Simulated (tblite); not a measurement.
Compound: C₈H₈.
Z-matrix (Å and degrees, GFN2-xTB geometry), rows numbered from 1:
```
C 
C   1  1.3272
C   2  1.4661  1  125.72
C   3  1.3273  2  125.80  1    58.84
C   4  1.4660  3  125.76  2     0.02
C   5  1.3273  4  125.73  3   -58.69
C   6  1.4660  5  125.73  4    -0.15
C   7  1.3273  6  125.79  5    58.84
H   1  1.0846  2  119.54  3   175.55
H   2  1.0846  1  119.52  3  -175.50
H   3  1.0846  2  114.53  1  -125.26
H   4  1.0845  3  119.51  2   175.63
H   5  1.0845  4  114.64  3   125.49
H   6  1.0846  5  119.54  4  -175.76
H   7  1.0845  6  114.58  5  -125.37
H   8  1.0846  1  114.51  2   125.52
```

Computed values, GFN2-xTB/tblite, gas phase, harmonic and unscaled. The method is semi-empirical: single wavenumbers can be off by several per cent or more. One conformer, not necessarily the lowest.

Harmonic wavenumbers (cm⁻¹): 155.9, 214.9, 220.2, 254.2, 335.4, 336.0, 605.5, 605.7, 624.3, 700.8, 795.8, 812.0, 812.2, 868.2, 894.9, 915.4, 915.5, 921.0, 933.1, 987.6, 988.1, 1050.8, 1199.9, 1209.4, 1213.2, 1213.2, 1303.7, 1348.4, 1348.5, 1390.3, 1697.2, 1698.4, 1698.6, 1726.8, 3015.5, 3016.4, 3016.5, 3018.5, 3027.9, 3030.9, 3031.1, 3035.9.

A = 2765, B = 2762, C = 1597 MHz; mass 104.063 u (most abundant isotopes); point group D2d, symmetry number 4.

Task: What is the zero-point energy?

Result: Half the sum of the wavenumbers: 28094 cm⁻¹ = 80.32 kcal/mol.

Task: Give the ideal-gas entropy at 200 K and 1 bar in the rigid-rotor, harmonic-oscillator model (classical rotation).

Result: Translation 37.88, rotation 23.72, vibration 7.58: S = 69.2 cal/(mol K).

Task: And Cp and H(200 K) − H(0)?

Result: Cp = 20.52 cal/(mol K), of which vibrations give 12.57 (their classical limit is 42 R = 83.5); H(200 K) − H(0) = 2.59 kcal/mol without the zero-point energy, 1.00 from vibrations.

Task: How do the functions run with temperature in this model?

Result: 
```csv
T (K),S (cal/(mol K)),Cp (cal/(mol K)),H − H(0) (kcal/mol),G − H(0) (kcal/mol),ln q(vib)
50,50.8,8.8,0.41,-2.13,0.02
100,58.0,12.7,0.94,-4.86,0.24
298.15,79.1,29.7,5.05,-18.52,2.66
373.15,86.5,36.7,7.54,-24.73,3.85
500,98.7,46.7,12.86,-36.48,6.05
750,120.4,60.3,26.36,-63.93,10.61
1000,139.0,68.9,42.58,-96.41,15.08
```

q(vib) and H(0) count from the zero-point level.

Task: Which modes carry the vibrational entropy at 200 K?

Result: 155.9 cm⁻¹: 1.86; 214.9 cm⁻¹: 1.31; 220.2 cm⁻¹: 1.27; 254.2 cm⁻¹: 1.04; 335.4 cm⁻¹: 0.66; 336.0 cm⁻¹: 0.66 cal/(mol K); the other 36 give 0.79 together.

Task: What must be added to the electronic energy to get the Gibbs energy at 200 K and 1 bar?

Result: ZPE + [H(200 K) − H(0)] − T·S = 80.32 + 2.59 − 13.84 = 69.07 kcal/mol.

Hindered rotation and anharmonicity are outside this model. Other conformers, if any are populated, would add a mixing term that is left out.
